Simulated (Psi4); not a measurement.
C4H13N2Si (SMILES CN(C)[SiH]N(C)C), doublet, geometry from GFN2-xTB; Psi4 with HF/STO-3G.

The Psi4 input:
```
memory 2 GB

molecule {
0 2
C     1.59635121   -0.89628006    1.04901314
N     1.34955421   -0.21168926   -0.19897935
C     2.54469526   -0.06820729   -0.98585908
Si    0.04597325    0.90647050   -0.35287798
N    -1.37043076    0.07770352    0.20335648
C    -1.65611403   -1.28140315   -0.17097325
C    -2.55023071    0.81235882    0.55666985
H     0.66868391   -0.98502044    1.60735906
H     1.99021701   -1.89896573    0.85253814
H     2.32892833   -0.35968481    1.66599285
H     2.98035246   -1.05156869   -1.19008411
H     2.30290174    0.41540871   -1.92887673
H     3.30394285    0.53569674   -0.47054551
H     0.12002997    2.10106041    0.50690645
H    -2.36654545   -1.33077274   -1.00652242
H    -0.73643631   -1.77970756   -0.46388048
H    -2.09765971   -1.81662430    0.67684985
H    -3.05249999    0.32921501    1.40095832
H    -3.26414747    0.86310987   -0.27614069
H    -2.28346759    1.82635675    0.84199313
}

set {
  basis sto-3g
  reference uhf
  stability_analysis follow
  scf_type pk
}

energy('scf')
print_variables()
```

Task: Predict the main parts of the log of this Psi4 run.

Result: 
```
   => Loading Basis Set <=

    Name: STO-3G
    Role: ORBITAL
    Keyword: BASIS

         ---------------------------------------------------------
                                   SCF
               by Justin Turney, Rob Parrish, Andy Simmonett
                          and Daniel G. A. Smith
                              UHF Reference
         ---------------------------------------------------------

  ==> Geometry <==

    Molecular point group: c1
    Full point group: C1

    Geometry (in Angstrom), charge = 0, multiplicity = 2:

       Center              X                  Y                   Z               Mass
    ------------   -----------------  -----------------  -----------------  -----------------
         C            1.595465119189    -0.922803646740     1.067726480323    12.000000000000
         N            1.348668119189    -0.238212846740    -0.180266009677    14.003074004430
         C            2.543809169189    -0.094730876740    -0.967145739677    12.000000000000
         SI           0.045087159189     0.879946913260    -0.334164639677    27.976926534650
         N           -1.371316850811     0.051179933260     0.222069820323    14.003074004430
         C           -1.657000120811    -1.307926736740    -0.152259909677    12.000000000000
         C           -2.551116800811     0.785835233260     0.575383190323    12.000000000000
         H            0.667797819189    -1.011544026740     1.626072400323     1.007825032230
         H            1.989330919189    -1.925489316740     0.871251480323     1.007825032230
         H            2.328042239189    -0.386208396740     1.684706190323     1.007825032230
         H            2.979466369189    -1.078092276740    -1.171370769677     1.007825032230
         H            2.302015649189     0.388885123260    -1.910163389677     1.007825032230
         H            3.303056759189     0.509173153260    -0.451832169677     1.007825032230
         H            0.119143879189     2.074536823260     0.525619790323     1.007825032230
         H           -2.367431540811    -1.357296326740    -0.987809079677     1.007825032230
         H           -0.737322400811    -1.806231146740    -0.445167139677     1.007825032230
         H           -2.098545800811    -1.843147886740     0.695563190323     1.007825032230
         H           -3.053386080811     0.302691423260     1.419671660323     1.007825032230
         H           -3.265033560811     0.836586283260    -0.257427349677     1.007825032230
         H           -2.284353680811     1.799833163260     0.860706470323     1.007825032230

  Running in c1 symmetry.

  Rotational constants: A =      0.13345  B =      0.04321  C =      0.03865 [cm^-1]
  Rotational constants: A =   4000.79803  B =   1295.28805  C =   1158.60691 [MHz]
  Nuclear repulsion =  402.538271245523390

  Charge       = 0
  Multiplicity = 2
  Electrons    = 65
  Nalpha       = 33
  Nbeta        = 32

  ==> Algorithm <==

  SCF Algorithm Type is PK.
  DIIS enabled.
  MOM disabled.
  Fractional occupation disabled.
  Guess Type is SAD.
  Energy threshold   = 1.00e-06
  Density threshold  = 1.00e-06
  Integral threshold = 1.00e-12

  ==> Primary Basis <==

  Basis Set: STO-3G
    Blend: STO-3G
    Number of shells: 36
    Number of basis functions: 52
    Number of Cartesian functions: 52
    Spherical Harmonics?: true
    Max angular momentum: 1

  ==> Integral Setup <==

  Using in-core PK algorithm.
   Calculation information:
      Number of atoms:                  20
      Number of AO shells:              36
      Number of primitives:            108
      Number of atomic orbitals:        52
      Number of basis functions:        52

      Integral cutoff                 1.00e-12
      Number of threads:                 1

  Performing in-core PK
  Using 1900262 doubles for integral storage.
  We computed 197720 shell quartets total.
  Whereas there are 222111 unique shell quartets.

  ==> DiskJK: Disk-Based J/K Matrices <==

    J tasked:                  Yes
    K tasked:                  Yes
    wK tasked:                  No
    Schwarz Cutoff:          1E-12

  Minimum eigenvalue in the overlap matrix is 2.1686183859E-01.
  Reciprocal condition number of the overlap matrix is 8.7096719684E-02.
    Using symmetric orthogonalization.

  ==> Pre-Iterations <==

  SCF Guess: Superposition of Atomic Densities via on-the-fly atomic UHF (no occupation information).

   -------------------------
    Irrep   Nso     Nmo
   -------------------------
     A         52      52
   -------------------------
    Total      52      52
   -------------------------

  ==> Iterations <==

                        Total Energy        Delta E     RMS |[F,P]|

   @UHF iter SAD:  -544.44455048691520   -5.44445e+02   0.00000e+00
   @UHF iter   1:  -550.21671236648888   -5.77216e+00   4.71586e-03 ADIIS/DIIS
   @UHF iter   2:  -550.25641457211373   -3.97022e-02   1.25566e-03 ADIIS/DIIS
   @UHF iter   3:  -550.25981511047155   -3.40054e-03   3.76247e-04 ADIIS/DIIS
   @UHF iter   4:  -550.26035047113908   -5.35361e-04   9.07384e-05 DIIS
   @UHF iter   5:  -550.26040724322399   -5.67721e-05   4.56219e-05 DIIS
   @UHF iter   6:  -550.26042401734242   -1.67741e-05   1.39104e-05 DIIS
   @UHF iter   7:  -550.26042573012194   -1.71278e-06   6.11508e-06 DIIS
   @UHF iter   8:  -550.26042599607467   -2.65953e-07   2.81033e-06 DIIS
   @UHF iter   9:  -550.26042605869679   -6.26221e-08   9.08161e-07 DIIS
  Energy and wave function converged.

    Wavefunction stable under totally symmetric rotations.
    Lowest totally symmetric eigenvalue: 0.184482
    Lowest UHF->UHF stability eigenvalues:
       A 0.184482

    Stability analysis over.

  ==> Post-Iterations <==

   @Spin Contamination Metric:   2.572619980E-03
   @S^2 Expected:                7.500000000E-01
   @S^2 Observed:                7.525726200E-01
   @S   Expected:                5.000000000E-01
   @S   Observed:                5.000000000E-01

    Orbital Energies [Eh]
    ---------------------

    Alpha Occupied:

[...]
    Alpha Virtual:

[...]
      52A      0.859574

    Beta Occupied:

[...]
    Beta Virtual:

[...]
    Final Occupation by Irrep:
              A
    DOCC [    32 ]
    SOCC [     1 ]
    NA   [    33 ]
    NB   [    32 ]

  @UHF Final Energy:  -550.26042605869679

   => Energetics <=

    Nuclear Repulsion Energy =            402.5382712455233900
    One-Electron Energy =               -1558.5670825425877410
    Two-Electron Energy =                 605.7683852383675003
    Total Energy =                       -550.2604260586967939

  UHF NO Occupations:
  HONO-2 :   31  A 1.9997215
  HONO-1 :   32  A 1.9992001
  HONO-0 :   33  A 1.0000000
  LUNO+0 :   34  A 0.0007999
  LUNO+1 :   35  A 0.0002785
  LUNO+2 :   36  A 0.0000764
  LUNO+3 :   37  A 0.0000514

Computation Completed

Properties will be evaluated at   0.000000,   0.000000,   0.000000 [a0]

Properties computed using the SCF density matrix

 Multipole Moments:

 ------------------------------------------------------------------------------------
     Multipole            Electronic (a.u.)      Nuclear  (a.u.)        Total (a.u.)
 ------------------------------------------------------------------------------------

 L = 1.  Multiply by 2.5417464519 to convert [e a0] to [Debye]
 Dipole X            :          0.0987245           -0.1088409           -0.0101164
 Dipole Y            :          3.5257927           -3.2579505            0.2678422
 Dipole Z            :         -2.6323036            2.2986007           -0.3337029
 Magnitude           :                                                    0.4280180

 ------------------------------------------------------------------------------------

  Variable Map:
  ----------------------------------------------------------------------------
[...]
  Array Variable Map:
  ----------------------------------------------------------------------------
[...]
[...]
```
